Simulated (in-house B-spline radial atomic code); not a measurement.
Successive ionisation energies of barium; each step leads to the configuration of the next row (after the last: [He] 2s2 2p1/2(2) 2p3/2(1)). Dirac energy differences include first-order Breit, QED and recoil terms. NIST's values go from ground level to ground level; the uncertainty of those that are theory runs from under 0.1 % in few-electron ions to several per cent in heavy many-electron ones. Computed with an all-electron radial atomic-structure program (B-spline basis): Dirac-Hartree-Fock, jj configuration that fills j = l - 1/2 first, finite nuclei.

A number in brackets counts the electrons of a j subshell.

```tsv
ion	configuration	ionisation energy (eV)	tabulated value (eV)	tabulated kind	computed minus tabulated (eV)	highest orbital	largest mean radius (bohr)
Ba39+	[Ne] 3s2 3p1/2(2) 3p3/2(3)	2903.0	2901	tabulated theory	2	3p3/2	0.26611
Ba40+	[Ne] 3s2 3p1/2(2) 3p3/2(2)	2991.9	2994	tabulated theory	-2	3p3/2	0.26475
Ba41+	[Ne] 3s2 3p1/2(2) 3p3/2(1)	3081.8	3081	tabulated theory	1	3p3/2	0.26341
Ba42+	[Ne] 3s2 3p1/2(2)	3264.6	3266	tabulated theory	-1	3p1/2	0.26209
Ba43+	[Ne] 3s2 3p1/2(1)	?	?	tabulated theory	?	?	?
Ba44+	[Ne] 3s2	3546.1	3546	tabulated theory	0	3s1/2	0.25939
Ba45+	[Ne] 3s1	3640.3	3640	tabulated theory	0	3s1/2	0.25791
Ba46+	[He] 2s2 2p6	?	?	tabulated theory	?	?	?
Ba47+	[He] 2s2 2p1/2(2) 2p3/2(3)	?	?	tabulated theory	?	?	?
Ba48+	[He] 2s2 2p1/2(2) 2p3/2(2)	8824.1	8831	tabulated theory	-7	2p3/2	0.10583
```

**Question.** Fill in the row of Ba43+.

**Answer.** ionisation energy (eV): 3362.6; tabulated value (eV): 3363; computed minus tabulated (eV): 0; highest orbital: 3p1/2; largest mean radius (bohr): 0.26073.

**Question.** Fill in the row of Ba46+.

**Answer.** ionisation energy (eV): 8325.8; tabulated value (eV): 8326; computed minus tabulated (eV): 0; highest orbital: 2p3/2; largest mean radius (bohr): 0.10702.

**Question.** Fill in the row of Ba47+.

**Answer.** ionisation energy (eV): 8573.4; tabulated value (eV): 8565; computed minus tabulated (eV): 8; highest orbital: 2p3/2; largest mean radius (bohr): 0.10642.

**Question.** Where is the largest jump?

**Answer.** From Ba45+ to Ba46+, by a factor of 2.29 (3640.3 to 8325.8 eV); the highest orbital goes from 3s1/2 to 2p3/2.
